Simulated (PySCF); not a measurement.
# [WCl6]− at several levels of theory

Computed with PySCF 2.14.0 (density fitting, no spin-orbit coupling) at the geometry relaxed with r2SCAN:

```xyz
7
[WCl6]− (doublet)
W     0.0000    0.0000    0.0000
Cl   -0.0002   -0.0015    2.3420
Cl    0.0002    0.0015   -2.3420
Cl    2.3701    0.0000    0.0002
Cl    0.0000    2.3701    0.0016
Cl   -2.3701    0.0000   -0.0002
Cl    0.0000   -2.3701   -0.0016
```

| level | basis | state | HOMO (eV) | gap (eV) | charge on W1 (e) | dipole about the centre of mass (D) | largest force component (eV/Å) |
| --- | --- | --- | --- | --- | --- | --- | --- |
| r2SCAN | W def2-SVP with ECP60, Cl def2-SVP | doublet | -1.37 | 0.38 | 0.85 | 0.00 | 0.02 |
| CAM-B3LYP | the same | doublet | -4.04 | 4.79 | 0.74 | 0.00 | 0.20 |
| BP86 | the same | doublet | -0.83 | 0.05 | 0.51 | 0.00 | 0.35 |
| HF | the same | doublet | -7.11 | 9.69 | 1.46 | 0.00 | 0.14 |
| r2SCAN | W def2-TZVP with ECP60, Cl def2-TZVP | doublet | -1.54 | 0.37 | 1.20 | 0.00 | 0.51 |
| r2SCAN | W x2c-SVPall, Cl x2c-SVPall | doublet | -1.45 | 0.31 | 0.34 | 0.00 | 0.69 |

HOMO and gap are taken over both spins. Charges are Mulliken's, which hang on the basis. The relaxation used the grid (50, 194), these runs (75, 302) or, all-electron (x2c bases, spin-free X2C Hamiltonian), (99, 590).

Problem. What does BLYP with W def2-SVP with ECP60, Cl def2-SVP give here?

Solution. state doublet, HOMO (eV) -0.45, gap (eV) 0.03, charge on W1 (e) 0.50, dipole about the centre of mass (D) 0.00, largest force component (eV/Å) 0.56. Time: 9.3 s on 4 threads of Arm Neoverse V2, with other jobs on the host, from an already converged density.

No frequency check is given that shows the relaxed geometry to be a minimum. Open shells may have lower solutions than the one found. No other spin state of this charge was computed.

A gap near or under zero over both spins lies within a partly filled shell and is no excitation energy.
